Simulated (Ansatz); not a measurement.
Relaxation of ClF$_{6}$HW (9 atoms, charge 0, multiplicity 1), to a largest force component of 0.03 eV/Å in at most 50 steps.

All numbers below come from Ansatz, RKS LDA/def2-SVP.

```xyz
9
Properties=species:S:1:pos:R:3
W 0.331 0.341 -0.338
F -0.262 -0.274 2.595
F 1.883 0.106 -1.306
F 0.068 1.886 -1.311
F -1.289 0.637 0.474
F 0.649 -1.276 0.469
F -0.566 -0.569 -1.668
Cl 1.550 1.585 1.248
H 0.276 0.315 3.077
```

Q: Where does it end, and by what steps?

A: The forces met the threshold. After 5 steps the energy has fallen by 0.088 eV; H9 moved furthest, 0.26 Å.

```json
{"step": "0", "energy less start (eV)": "0.0000", "largest force component (eV/Å)": "0.626", "accepted": "yes"}
{"step": "1", "energy less start (eV)": "-0.0288", "largest force component (eV/Å)": "1.294", "accepted": "yes"}
{"step": "2", "energy less start (eV)": "-0.0776", "largest force component (eV/Å)": "0.458", "accepted": "yes"}
{"step": "3", "energy less start (eV)": "-0.0824", "largest force component (eV/Å)": "0.279", "accepted": "yes"}
{"step": "4", "energy less start (eV)": "-0.0873", "largest force component (eV/Å)": "0.051", "accepted": "yes"}
{"step": "5", "energy less start (eV)": "-0.0877", "largest force component (eV/Å)": "0.016", "accepted": "yes"}
```

```xyz
9
Properties=species:S:1:pos:R:3
W 0.336 0.348 -0.362
F -0.304 -0.304 2.824
F 1.907 0.128 -1.303
F 0.089 1.913 -1.305
F -1.271 0.624 0.479
F 0.639 -1.255 0.479
F -0.559 -0.564 -1.691
Cl 1.456 1.490 1.284
H 0.349 0.373 2.833
```

Run time: 6.4 s on 4 threads of Intel(R) Xeon(R) Platinum 8488C (Sapphire Rapids) (shared host), peak memory 0.23 GiB.
